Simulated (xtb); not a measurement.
O$_{2}$Ti, triplet, at a GFN2-xTB geometry (such geometries of metal compounds can be far from the true shape) (the multiplicity is a formal guess); GFN2-xTB run with xtb.

Here is a job for xtb.
```
$ xtb mol.xyz --gfn 2 --uhf 2 --json

# file mol.xyz
3

Ti     0.08713546     0.01667738     0.10503988
O      1.09419603     0.19006438    -1.18532302
O     -1.33381854    -0.23592717     0.89646335
```

It wrote (shortened):

```
   ID    Z sym.   atoms
    1   22 Ti     1
    2    8 O      2, 3

           -------------------------------------------------
          |                Calculation Setup                |
           -------------------------------------------------

           -------------------------------------------------
          |                 G F N 2 - x T B                 |
           -------------------------------------------------

          ...................................................
          :                      SETUP                      :
          :.................................................:
          :  # basis functions                  18          :
          :  # atomic orbitals                  17          :
          :  # shells                            7          :
          :  # electrons                        16          :
          :  max. iterations                   250          :
          :  Hamiltonian                  GFN2-xTB          :
          :  restarted?                      false          :
          :  GBSA solvation                  false          :
          :  PC potential                    false          :
          :  electronic temp.          300.0000000     K    :
          :  accuracy                    1.0000000          :
          :  -> integral cutoff          0.2500000E+02      :
          :  -> integral neglect         0.1000000E-07      :
          :  -> SCF convergence          0.1000000E-05 Eh   :
          :  -> wf. convergence          0.1000000E-03 e    :
          :  Broyden damping             0.4000000          :
          :  net charge                          0          :
          :  unpaired electrons                  2          :
          ...................................................

 iter      E             dE          RMSdq      gap      omega  full diag
   1     -9.4876924 -0.948769E+01  0.218E+01    1.51       0.0  T
   2     -9.6065272 -0.118835E+00  0.827E+00    1.61       1.0  T
   3     -9.6166167 -0.100895E-01  0.425E+00    1.49       1.0  T
   4     -9.6174519 -0.835214E-03  0.478E-01    1.44       1.0  T
   5     -9.6168940  0.557957E-03  0.725E-01    1.48       1.0  T
   6     -9.6177085 -0.814505E-03  0.109E-01    1.46       1.0  T
   7     -9.6177294 -0.209389E-04  0.297E-02    1.46       1.9  T
   8     -9.6177309 -0.145582E-05  0.108E-02    1.46       5.3  T
   9     -9.6177311 -0.241609E-06  0.306E-03    1.46      18.9  T
  10     -9.6177311 -0.207710E-07  0.123E-03    1.46      46.8  T
  11     -9.6177311 -0.246936E-08  0.320E-04    1.46     180.5  T
  12     -9.6177311 -0.169660E-09  0.453E-05    1.46    1275.6  T

   *** convergence criteria satisfied after 12 iterations ***

 transition dipole moment (au) for excitation:           8           9
     X       Y       Z
  -0.7250  -0.1272   0.6216  total (au/Debye):    0.963   2.449
 dE (eV)             :    2.041
 oscillator strength :  0.65643E-01

         :::::::::::::::::::::::::::::::::::::::::::::::::::::
         ::                     SUMMARY                     ::
         :::::::::::::::::::::::::::::::::::::::::::::::::::::
         :: total energy              -9.571006870330 Eh    ::
         :: gradient norm              0.000008296748 Eh/a0 ::
         :: HOMO-LUMO gap              1.459003563889 eV    ::
         ::.................................................::
         :: SCC energy                -9.617731131108 Eh    ::
         :: -> isotropic ES            0.062991415127 Eh    ::
         :: -> anisotropic ES          0.009555678762 Eh    ::
         :: -> anisotropic XC          0.004286093115 Eh    ::
         :: -> dispersion             -0.001058553915 Eh    ::
         :: repulsion energy           0.046724260778 Eh    ::
         :: add. restraining           0.000000000000 Eh    ::
         :: total charge               0.000000000110 e     ::
         :::::::::::::::::::::::::::::::::::::::::::::::::::::

           -------------------------------------------------
          |                Property Printout                |
           -------------------------------------------------

    * Orbital Energies and Occupations

         #    Occupation            Energy/Eh            Energy/eV
      -------------------------------------------------------------
         1        2.0000           -0.7138450             -19.4247
         2        2.0000           -0.6735797             -18.3290
         3        2.0000           -0.4961141             -13.5000
         4        2.0000           -0.4732441             -12.8776
         5        2.0000           -0.4718602             -12.8400
         6        1.9995           -0.4551540             -12.3854
         7        1.9992           -0.4547117             -12.3733
         8        1.0012           -0.4415342             -12.0148
         9        1.0000           -0.3665212              -9.9735 (HOMO)
        10                         -0.3129038              -8.5145 (LUMO)
        11                         -0.3127406              -8.5101
        12                         -0.2505908              -6.8189
        13                         -0.2412075              -6.5636
        14                         -0.0458994              -1.2490
        15                         -0.0434089              -1.1812
        16                          0.2697690               7.3408
        17                          0.4412508              12.0070
      -------------------------------------------------------------
                  HL-Gap            0.0536174 Eh            1.4590 eV
             Fermi-level           -0.3939424 Eh          -10.7197 eV

     #   Z          covCN         q      C6AA      α(0)
     1  22 Ti       1.454     0.992   202.661    34.855
     2   8 O        0.727    -0.496    23.759     6.532
     3   8 O        0.727    -0.496    23.759     6.532

 Mol. C6AA /au·bohr⁶  :        543.145463
 Mol. C8AA /au·bohr⁸  :      37964.898334
 Mol. α(0) /au        :         47.918496

Wiberg/Mayer (AO) data.
largest (>0.10) Wiberg bond orders for each atom

 ---------------------------------------------------------------------------
     #   Z sym  total        # sym  WBO       # sym  WBO       # sym  WBO
 ---------------------------------------------------------------------------
     1  22 Ti   3.108 --     2 O    1.554     3 O    1.554
     2   8 O    1.914 --     1 Ti   1.554     3 O    0.360
     3   8 O    1.914 --     1 Ti   1.554     2 O    0.360
 ---------------------------------------------------------------------------

Topologies differ in total number of bonds
Writing topology from bond orders to xtbtopo.mol

molecular dipole:
                 x           y           z       tot (Debye)
 q only:        0.388       0.074       0.468
   full:        0.577       0.111       0.696       2.316
molecular quadrupole (traceless):
                xx          xy          yy          xz          yz          zz
 q only:       -3.227      -1.381       4.397       6.670       1.170      -1.170
  q+dip:       -3.320      -1.409       4.469       7.012       1.231      -1.149
   full:       -4.039      -1.705       5.395       8.645       1.520      -1.357

           -------------------------------------------------
          | TOTAL ENERGY               -9.571006870330 Eh   |
          | GRADIENT NORM               0.000008296748 Eh/α |
          | HOMO-LUMO GAP               1.459003563889 eV   |
           -------------------------------------------------

normal termination of xtb
```
